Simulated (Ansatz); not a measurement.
`N[SiH2]O[SiH](N)Cl` + `OCCO[SiH3]` → `N[Si@H](Cl)O[Si@@H](N)O` + `CCO[SiH3]`  (redistribution)

Program: Ansatz. Geometries: PBE0-D4/def2-TZVP. ΔE: electronic, gas phase. CCSD(T)/CBS adds triple-zeta CCSD(T) − MP2 to the extrapolated MP2 energy (def2 sets, frozen cores). Each species was taken in one conformer, which may not be the lowest.

```tsv
level	ΔE (kJ/mol)
CCSD(T)/def2-TZVPP	-195.9
CCSD/CBS(def2)	-201.8
```

(1) What does CCSD(T)/CBS give? (Estimate.)

Largest T1 diagnostic among the species: 0.011.

Answers

(1) The calculation gave: -200.0 kJ/mol. The listed levels differ from it by 4.1, -1.8 kJ/mol.

From PBE to PBE0 (25 % exact exchange), in def2-TZVPP and without D4, ΔE moves by −5.6 kJ/mol.
